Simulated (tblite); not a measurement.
H3B, singlet, at a GFN2-xTB geometry; GFN1-xTB run with tblite.

Input for tblite:
```
$ tblite run mol.xyz --method gfn1 --charge 0 --spin 0 --json tblite.json --no-restart

# file mol.xyz
4

B      0.00000000     0.00000000    -0.00000000
H     -1.13586369    -0.05694986    -0.25006823
H      0.42206688    -0.56959653     0.92378735
H      0.71379681     0.62654639    -0.67371912
```

The log (banner, timings and long lists left out):

```
xTB calculator
 | screened Coulomb repulsion
 | Coulomb electrostatics
 |  * isotropic Klopman-Ohno-Mataga-Nishimoto electrostatics
 |  * onsite third-order electrostatics
 | DFT-D3(BJ) dispersion correction

halogen bonding energy    0.0000000000000E+00 Eh
repulsion energy          4.2445330826286E-02 Eh
dispersion energy        -3.1905178802011E-04 Eh
number of electrons       6.0000000000000E+00 e
integral cutoff           2.1261634374110E+01 bohr

------------------------------------------------------------
  cycle        total energy    energy error   density error
------------------------------------------------------------
      1     -2.940436401266  -2.9825627E+00   4.3634171E-01
      2     -2.942314504499  -1.8781032E-03   2.6009079E-01
      3     -2.942485857728  -1.7135323E-04   3.5164202E-02
      4     -2.942579043088  -9.3185360E-05   2.8234998E-02
      5     -2.942766587065  -1.8754398E-04   5.5586482E-04
      6     -2.942766662982  -7.5916601E-08   1.3628127E-05
------------------------------------------------------------

electronic energy        -2.9848929420201E+00 Eh
total energy             -2.9427666629819E+00 Eh

Post processing:
 | Mayer-Wiberg bond orders

[Info] JSON dump of results written to 'tblite.json'
```
